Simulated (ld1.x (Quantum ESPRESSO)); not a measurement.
## strontium: PAW pseudisation with PBEsol, fully relativistic reference atom.

Sr (Z = 38), PAW, made with ld1.x (Quantum ESPRESSO) 7.5 (PBEsol, fully relativistic). Core [Ar] 3d10, reference 4s2 4p6 4d0 5s0 5p0 (charge +2). Waves: 4s (bound): rcut 1.60, rcutus 1.70 bohr; 5s (bound, empty): rcut 1.60, rcutus 1.70 bohr; 4p (bound): rcut 2.00, rcutus 2.25 bohr; 5p (bound, empty): rcut 2.00, rcutus 2.25 bohr; 4d (bound, empty): rcut 3.40, rcutus 3.90 bohr; 4d channel at 3.3 Ry: rcut 3.40, rcutus 3.90 bohr; 4f channel at 0.1 Ry: rcut 3.15, rcutus 4.00 bohr; 4f channel at 2.9 Ry: rcut 3.15, rcutus 4.00 bohr. Local part: all-electron potential smoothed inside 2.50 bohr (lloc = -2). Core correction: Bessel-smoothed model core inside 1.20 bohr. Augmentation charge: PSQ, inside the norm-conserving radii.

Open shells are filled in proportion to 2j + 1 (rel_dist='average').

What the tests gave:

* Configuration tests: test run stopped at test 1 of 7 (negative rho)
* Density cutoff estimated by the generator: 143 Ry

The ghost test of this file was not conclusive.

Generation and tests took about 2.2 s on one core of a shared server CPU.
